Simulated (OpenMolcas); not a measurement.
A run on Ni2+ among 5 point charges of -2.5 e arranged as a trigonal bipyramid (D3h), 2.15 Å from the ion, with the axial distance 1.892 Å.

- Program: OpenMolcas 26.06
- Method: SS-CASPT2, IPEA 0.25 Eh, imaginary shift 0.1 Eh (closed shells correlated: 3s 3p)
- Basis: ANO-RCC-VDZP [5s4p2d1f]
- Scalar Hamiltonian: DKH2, point nucleus
- Active space: 8 electrons in 5 orbitals (3d)
- State averaging: 2S+1 = 3 even, 10 roots; 2S+1 = 1 even, 15 roots
- Spin-orbit coupling: RASSI with atomic mean-field integrals over the reference wave functions

First CASPT2 step and the start of its output:

```
&CASPT2
Multistate=10 1 2 3 4 5 6 7 8 9 10
NoMult
Frozen=5
IPEA=0.25
Imaginary=0.1
MaxIter=60
WThr=0.0 0.3 0.05
PrWF=0.5
NoMix
```

```
--- CASPT2 ---
Orbital specifications:
      -----------------------

      Symmetry species                           1
                                                 a
      Frozen orbitals                            5
      Inactive orbitals                          4
      Active orbitals                            5
      Secondary orbitals                        20
      Deleted orbitals                           0
      Number of basis functions                 34
Type of calculation                        SS-CASPT2
      Fock operator                              state-specific
      IPEA shift                                 0.25
      Real shift                                 0.00
      Imaginary shift                            0.10
      The input orbitals will be transformed to quasi-canonical
Reference energy:       -1524.7872293783
      E2 (Non-variational):      -0.4887533732
      Shift correction:          -0.0049007620
      E2 (Variational):          -0.4936541352
      Total energy:           -1525.2808835135
      Residual norm:              0.0000006048
      Reference weight:           0.82653
      Contributions to the CASPT2 correlation energy
      Active & Virtual Only:         -0.2623531514
      One Inactive Excited:          -0.1680408449
      Two Inactive Excited:          -0.0583593768
Reference energy:       -1524.7872293770
      E2 (Non-variational):      -0.4901329590
      Shift correction:          -0.0053307272
      E2 (Variational):          -0.4954636862
      Total energy:           -1525.2826930632
      Residual norm:              0.0000006589
      Reference weight:           0.82081
      Contributions to the CASPT2 correlation energy
      Active & Virtual Only:         -0.2637184112
...
```

Over all roots the printed reference weights run from 0.60 to 0.87, and roots that are degenerate in the reference spread by up to 1100 cm-1.

Problem. Did the run give usable levels, and if not, why?

Solution. No. The equations converged, but the reference weight falls to 0.60 for at least one root against 0.87 for the best. A drop of that size marks an intruder state, so the energies of such roots and the levels built on them can't be trusted.
